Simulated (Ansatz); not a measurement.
## What each rung costs, and what it gives

The pair of HBr (SMILES Br, atoms 1–2) and SO$_{2}$ (SMILES O=S=O, atoms 3–5), both closed shells, in one local arrangement (a lower one may exist), relaxed at PBE0-D4/def2-TZVP:

Br1  (-0.041, 0.335, -2.727)
H2  (-0.248, -0.160, -1.405)
O3  (0.800, 0.920, 1.726)
S4  (-0.001, -0.260, 1.810)
O5  (-0.510, -0.833, 0.596)
(Å)

Interaction energies are counterpoise-corrected; the time is that of the whole pair.

Program: Ansatz 0.2.0. Basis: as named in each row. Cores are frozen in the correlated methods. Filled d shells of the heavier atoms are correlated. The def2 sets are not built for correlating such inner shells, so the correlated values are less sure here. B3LYP uses VWN-RPA correlation. Extrapolation: Hartree–Fock as exp(−7.88 √X), correlation as X^−2.97.

Times are rough, for one single point on 4 threads of a shared host (Arm Neoverse V1).

The estimate by CCSD(T) at an estimated basis limit (MP2 extrapolated from triple and quadruple zeta, plus CCSD(T) − MP2 in triple zeta) is -2.40 kcal/mol.

```json
{"method": "HF", "basis": "STO-3G", "time (s)": "under 1", "interaction energy (kcal/mol)": "-1.18", "method less estimate": "1.23"}
{"method": "PBE-D4", "basis": "STO-3G", "time (s)": "under 1", "interaction energy (kcal/mol)": "-4.99", "method less estimate": "-2.58"}
{"method": "SPW92", "basis": "def2-SVP", "time (s)": "under 1", "interaction energy (kcal/mol)": "-4.62", "method less estimate": "-2.21"}
{"method": "PBE-D4", "basis": "def2-SVP", "time (s)": "under 1", "interaction energy (kcal/mol)": "-3.39", "method less estimate": "-0.99"}
{"method": "B3LYP-D4", "basis": "6-31G", "time (s)": "under 1", "interaction energy (kcal/mol)": "-3.81", "method less estimate": "-1.41"}
{"method": "PBE0-D4", "basis": "def2-SVP", "time (s)": "under 1", "interaction energy (kcal/mol)": "-3.39", "method less estimate": "-0.99"}
{"method": "PBE-D4", "basis": "def2-TZVPPD", "time (s)": "2", "interaction energy (kcal/mol)": "-2.67", "method less estimate": "-0.27"}
{"method": "revPBE-D4", "basis": "def2-TZVPPD", "time (s)": "2", "interaction energy (kcal/mol)": "-2.30", "method less estimate": "0.11"}
{"method": "BLYP-D4", "basis": "def2-TZVPPD", "time (s)": "2", "interaction energy (kcal/mol)": "-2.47", "method less estimate": "-0.06"}
{"method": "CCSD(T)", "basis": "def2-SVP", "time (s)": "2", "interaction energy (kcal/mol)": "-1.88", "method less estimate": "0.52"}
{"method": "HSE06-D4", "basis": "def2-TZVPPD", "time (s)": "2", "interaction energy (kcal/mol)": "-2.59", "method less estimate": "-0.19"}
{"method": "wB97M-V", "basis": "def2-SVP", "time (s)": "2", "interaction energy (kcal/mol)": "-3.01", "method less estimate": "-0.61"}
{"method": "PBE0-D4", "basis": "def2-TZVPPD", "time (s)": "2", "interaction energy (kcal/mol)": "-2.59", "method less estimate": "-0.18"}
{"method": "B3LYP-D4", "basis": "def2-TZVPPD", "time (s)": "2", "interaction energy (kcal/mol)": "-2.59", "method less estimate": "-0.18"}
{"method": "r2SCAN-D4", "basis": "def2-TZVPPD", "time (s)": "3", "interaction energy (kcal/mol)": "-2.33", "method less estimate": "0.07"}
{"method": "B2PLYP", "basis": "def2-TZVPPD", "time (s)": "4", "interaction energy (kcal/mol)": "-1.74", "method less estimate": "0.66"}
{"method": "wB97X-V", "basis": "def2-TZVPPD", "time (s)": "6", "interaction energy (kcal/mol)": "-2.20", "method less estimate": "0.20"}
{"method": "B97M-V", "basis": "def2-TZVPPD", "time (s)": "6", "interaction energy (kcal/mol)": "-2.33", "method less estimate": "0.07"}
{"method": "wB97M-V", "basis": "def2-TZVPPD", "time (s)": "7", "interaction energy (kcal/mol)": "-2.18", "method less estimate": "0.22"}
{"method": "MP2", "basis": "def2-QZVPPD", "time (s)": "11", "interaction energy (kcal/mol)": "-2.51", "method less estimate": "-0.11"}
{"method": "CCSD(T)", "basis": "def2-TZVPPD", "time (s)": "90", "interaction energy (kcal/mol)": "-1.99", "method less estimate": "0.42"}
```

The T1 diagnostic stays at or below 0.022. The restricted Hartree–Fock reference is unstable towards an unrestricted one at one or more of these structures.
